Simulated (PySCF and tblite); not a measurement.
Results of a calculation; reference values are marked as such.
C9H12O, numbered as in [CH3:1][C:2](=[O:3])[CH2:4][C:5]1=[CH:6][CH2:7][CH:8]=[CH:9][CH2:10]1.

Conformers came from 90 starts (ETKDG and KDG, MMFF94s, GFN2-xTB); geometries are GFN2-xTB. Energies: PBE0-D3(BJ)/6-31G*, with GFN2-xTB thermal terms (modes under about 100 cm⁻¹ blended into free rotors). Symmetry numbers and mirror images are counted. Conformers within 3 kcal/mol (GFN2-xTB free energy) were kept, 10 at most. Codes: tblite and PySCF.

An NOE distance is ⟨r⁻⁶⟩^(−1/6) over all pairs of like atoms and, for the average, over conformers.

Torsions listed: O3–C2–C4–C5, C2–C4–C5–C10. The 6-ring runs over atoms 5–6–7–8–9–10. Of a mirror pair one member is shown.

```tsv
conformer	shape	weight %
1	6-ring boat (ring torsions 12, -12, 0, 12, -12, 0°); 90°, -76°	82.9
2	6-ring flat; 104°, 114°	14.9
3	6-ring boat (ring torsions -11, 11, 0, -13, 13, -1°); -71°, -74°	2.2
```

Which H–H contacts under 3.5 Å would NOEs report (pairs on one atom left out) at 298.15 K?


```tsv
pair	in 1 (Å)	in 2 (Å)	in 3 (Å)	average (Å)
H8 ··· H9	2.43	2.42	2.43	2.43
H6 ··· H7	2.53	2.53	2.52	2.53
H7 ··· H8	2.53	2.53	2.53	2.53
H9 ··· H10	2.53	2.52	2.52	2.53
H4 ··· H6	2.65	2.91	2.59	2.68
H4 ··· H10	2.94	2.81	2.93	2.92
H1 ··· H4	3.05	3.12	2.98	3.06
H1 ··· H6	3.18	4.25	5.40	3.27
```

Longer pairs under the limit may be missing.
